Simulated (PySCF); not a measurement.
**How methods differ on the ionisation energy of Lu⁴³⁺**

Lu⁴³⁺ [Ar] 3d10 → Lu⁴⁴⁺ [Ar] 3d9 [3d3/2^4 3d5/2^5, M_J = 5/2], as a difference of total energies. All numbers are calculated (PySCF 2.14, the two-component X2C-1e Hamiltonian, in an uncontracted even-tempered set (16 s from 9.8 bohr⁻², ratio 2.8; 13 p from 13 bohr⁻², ratio 2.8; 8 d from 13 bohr⁻², ratio 2.8; 3 f from 50 bohr⁻², ratio 3)). Correlated levels: [Ne] frozen; the 80 highest virtual spinors dropped. "Screened" scales the spin-orbit matrix elements by Boettger's factors to mimic the two-electron term; Breit and QED terms are absent.

```tsv
method	ionisation energy (eV)
GHF (spin-free)	3614.2
GMP2 (spin-free)	3615.6
GHF (screened spin-orbit)	3591.6
GMP2 (screened spin-orbit)	3593.0
```

Breit and QED terms and the two-electron picture change are absent.

The spin-free rows lack the spin-orbit shift.

For comparison: 3590 ± 4 eV (theoretical estimate listed by NIST; NIST Atomic Spectra Database, ionization energies).
